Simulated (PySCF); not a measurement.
Isomers of C5H11NO2Si2, mass 173.033 u with the commonest isotopes. Method: PBE0/pcSseg-1 in PySCF (dipole) on a GFN2-xTB geometry, gas phase. One conformer each, none proved a minimum here; rigid rotors.

Problem. Order these by rotational constant C, largest first.
A. `[CH3:1][O:2][Si@@H:3]1[CH2:4][CH2:5][C@@H:6]([C:7]#[N:8])[SiH2:9][O:10]1` with C1–O2–Si3–C4 177°, O2–Si3–C4–C5 -150°, Si3–C4–C5–C6 65°, C4–C5–C6–C7 167°, C5–C6–Si9–O10 39°
B. `[CH3:1][O:2]/[CH:3]=[CH:4]/[Si@H:5]([C:6]#[N:7])[CH2:8][O:9][SiH3:10]` with C1–O2–C3–C4 1°, C3–C4–Si5–C6 143°, C4–Si5–C8–O9 -61°, Si5–C8–O9–Si10 175°
C. `[CH:1]#[C:2][SiH2:3][N:4]([CH3:5])[SiH:6]1[O:7][CH2:8][CH2:9][O:10]1` with C2–Si3–N4–C5 -37°, Si3–N4–Si6–O7 58°, N4–Si6–O7–C8 -120°, Si6–O7–C8–C9 -10°, O7–C8–C9–O10 21°, C8–C9–O10–Si6 -23°
D. `[CH3:1][O:2]/[CH:3]=[CH:4]\[Si@H:5]([C:6]#[N:7])[CH2:8][O:9][SiH3:10]` with C1–O2–C3–C4 -169°, C3–C4–Si5–C6 56°, C4–Si5–C8–O9 -64°, Si5–C8–O9–Si10 180°
E. `[CH3:1][O:2][SiH2:3][c:4]1[cH:5][cH:6][c:7]([SiH2:8][NH2:9])[o:10]1` with C1–O2–Si3–C4 65°, O2–Si3–C4–C5 -24°, C6–C7–Si8–N9 -22°, C7–Si8–N9–H 175° and -46°

Solution. C (510.6 MHz), A (486.1 MHz), D (449.2 MHz), B (379.3 MHz), E (351.2 MHz).

Problem. Order these by rotational constant B, smallest first.
A. `[CH3:1][O:2][SiH2:3][c:4]1[cH:5][cH:6][c:7]([SiH2:8][NH2:9])[o:10]1` with C1–O2–Si3–C4 65°, O2–Si3–C4–C5 -24°, C6–C7–Si8–N9 -22°, C7–Si8–N9–H 175° and -46°
B. `[CH:1]#[C:2][SiH2:3][N:4]([CH3:5])[SiH:6]1[O:7][CH2:8][CH2:9][O:10]1` with C2–Si3–N4–C5 -37°, Si3–N4–Si6–O7 58°, N4–Si6–O7–C8 -120°, Si6–O7–C8–C9 -10°, O7–C8–C9–O10 21°, C8–C9–O10–Si6 -23°
C. `[CH3:1][O:2]/[CH:3]=[CH:4]/[Si@H:5]([C:6]#[N:7])[CH2:8][O:9][SiH3:10]` with C1–O2–C3–C4 1°, C3–C4–Si5–C6 143°, C4–Si5–C8–O9 -61°, Si5–C8–O9–Si10 175°
D. `[CH3:1][NH:2][Si@H:3]([O:4][SiH3:5])[c:6]1[cH:7][cH:8][cH:9][o:10]1` with C1–N2–Si3–O4 -48°, N2–Si3–O4–Si5 -68°, N2–Si3–C6–C7 53°
E. `[O:1]=[C:2]([OH:3])[C:4]#[C:5][CH2:6][N:7]([SiH3:8])[CH2:9][SiH3:10]` with O1–C2–O3–H 0°, C5–C6–N7–Si8 -89°, C6–N7–C9–Si10 63°

Solution. A (384.0 MHz), E (458.0 MHz), B (551.4 MHz), D (626.1 MHz), C (654.2 MHz).

Problem. Order these by rotational constant A, largest first.
A. `[CH3:1][O:2]/[CH:3]=[CH:4]/[Si@H:5]([C:6]#[N:7])[CH2:8][O:9][SiH3:10]` with C1–O2–C3–C4 1°, C3–C4–Si5–C6 143°, C4–Si5–C8–O9 -61°, Si5–C8–O9–Si10 175°
B. `[CH3:1][O:2][SiH2:3][c:4]1[cH:5][cH:6][c:7]([SiH2:8][NH2:9])[o:10]1` with C1–O2–Si3–C4 65°, O2–Si3–C4–C5 -24°, C6–C7–Si8–N9 -22°, C7–Si8–N9–H 175° and -46°
C. `[CH:1]#[C:2][SiH2:3][N:4]([CH3:5])[SiH:6]1[O:7][CH2:8][CH2:9][O:10]1` with C2–Si3–N4–C5 -37°, Si3–N4–Si6–O7 58°, N4–Si6–O7–C8 -120°, Si6–O7–C8–C9 -10°, O7–C8–C9–O10 21°, C8–C9–O10–Si6 -23°
D. `[CH3:1][O:2][Si@@H:3]1[CH2:4][CH2:5][C@@H:6]([C:7]#[N:8])[SiH2:9][O:10]1` with C1–O2–Si3–C4 177°, O2–Si3–C4–C5 -150°, Si3–C4–C5–C6 65°, C4–C5–C6–C7 167°, C5–C6–Si9–O10 39°
E. `[CH3:1][O:2]/[CH:3]=[CH:4]\[Si@H:5]([C:6]#[N:7])[CH2:8][O:9][SiH3:10]` with C1–O2–C3–C4 -169°, C3–C4–Si5–C6 56°, C4–Si5–C8–O9 -64°, Si5–C8–O9–Si10 180°
F. `[O:1]=[C:2]([OH:3])[C:4]#[C:5][CH2:6][N:7]([SiH3:8])[CH2:9][SiH3:10]` with O1–C2–O3–H 0°, C5–C6–N7–Si8 -89°, C6–N7–C9–Si10 63°
G. `[CH3:1][NH:2][Si@H:3]([O:4][SiH3:5])[c:6]1[cH:7][cH:8][cH:9][o:10]1` with C1–N2–Si3–O4 -48°, N2–Si3–O4–Si5 -68°, N2–Si3–C6–C7 53°

Solution. B (3327 MHz), D (2330 MHz), C (2237 MHz), G (1415 MHz), F (1227 MHz), E (1181 MHz), A (809.8 MHz).

| SMILES | point group | Ia (u·Å²) | Ib (u·Å²) | Ic (u·Å²) | κ | μa (D) | μb (D) | μc (D) |
| --- | --- | --- | --- | --- | --- | --- | --- | --- |
| C#C[SiH2]N(C)[SiH]1OCCO1 | C1 | 225.89 | 916.47 | 989.82 | -0.95 | 0.11 | 0.05 | 0.12 |
| CO[Si@@H]1CC[C@@H](C#N)[SiH2]O1 | C1 | 216.92 | 905.98 | 1039.77 | -0.92 | 4.58 | 0.26 | 0.17 |
| CO/C=C/[Si@H](C#N)CO[SiH3] | C1 | 624.09 | 772.49 | 1332.43 | 0.28 | 0.80 | 3.32 | 0.36 |
| CN[Si@H](O[SiH3])c1ccco1 | C1 | 357.17 | 807.19 | 993.68 | -0.74 | 0.35 | 0.74 | 1.43 |
| O=C(O)C#CCN([SiH3])C[SiH3] | C1 | 411.75 | 1103.35 | 1324.57 | -0.82 | 0.46 | 0.35 | 1.28 |
| CO/C=C\[Si@H](C#N)CO[SiH3] | C1 | 427.97 | 920.70 | 1125.13 | -0.73 | 1.07 | 4.09 | 0.59 |
| CO[SiH2]c1ccc([SiH2]N)o1 | C1 | 151.89 | 1316.01 | 1439.10 | -0.98 | 0.78 | 2.04 | 1.60 |
